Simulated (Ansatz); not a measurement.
`C[SiH]([AlH2])[SbH2]` + CH₄ → `C[SiH](C)[AlH2]` + `[SbH3]` at 400 K and 1 bar (formal exchange of groups at the Si–Sb bond).

Isolated molecules relaxed with PBE0-D4/def2-TZVP in Ansatz; ΔE leaves out vibrations. CBS: MP2 limit from def2 TZ/QZ plus the TZ coupled-cluster correction, frozen cores. This one scheme is used for every species. def2 core potentials past Kr. For Sb outer-core shells are correlated without core-valence functions, which leaves a few kJ/mol of doubt a bond.

| species | CCSD(T)/CBS energy (Eh) | H − E (kJ/mol) | S (J/(mol·K)) |
| --- | --- | --- | --- |
| `C[SiH]([AlH2])[SbH2]` | -813.96603 | 234.0 | 430.4 |
| CH₄ | -40.46206 | 131.3 | 197.2 |
| `C[SiH](C)[AlH2]` | -612.61135 | 289.8 | 414.2 |
| `[SbH3]` | -241.78682 | 65.3 | 245.6 |

H − E and S are ideal-gas, rigid-rotor, harmonic terms from PBE0-D4/def2-TZVP, for one conformer and one mirror image of each species. 1 Eh = 2625.50 kJ/mol, R = 8.31446 J/(mol·K).

Task: By hand: ΔE, ΔH, ΔS and ΔG.

Result: ΔE = (-612.61135) + (-241.78682) − (-813.96603) − (-40.46206) = 0.02992 Eh = 78.6 kJ/mol. Δ(H − E) = 289.8 + 65.3 − 234.0 − 131.3 = -10.2, so ΔH = 68.4 kJ/mol. ΔS = 414.2 + 245.6 − 430.4 − 197.2 = 32.2 J/(mol·K). ΔG = 68.4 − 400 × (32.2)/1000 = 55.5 kJ/mol.

Task: By hand: the equilibrium constant, and the temperature at which ΔG would vanish if ΔH and ΔS stayed fixed.

Result: log₁₀ K = −ΔG/(RT ln 10) = -7.2. ΔG = 0 at ΔH/ΔS = 2124 K.

ΔH outweighs TΔS. A doubt of 5 kJ/mol in ΔE shifts log₁₀ K by 0.7 here. Other conformers and mirror images would add mixing entropy, several J/(mol·K) or more a flexible species. Modes under 60 cm⁻¹, often nearly free rotors, make the harmonic entropy too high. These are equilibria of isolated gas molecules and say nothing of rates. Largest T1 diagnostic: 0.014 (customary marks: 0.02 for closed shells, 0.045 for open ones).
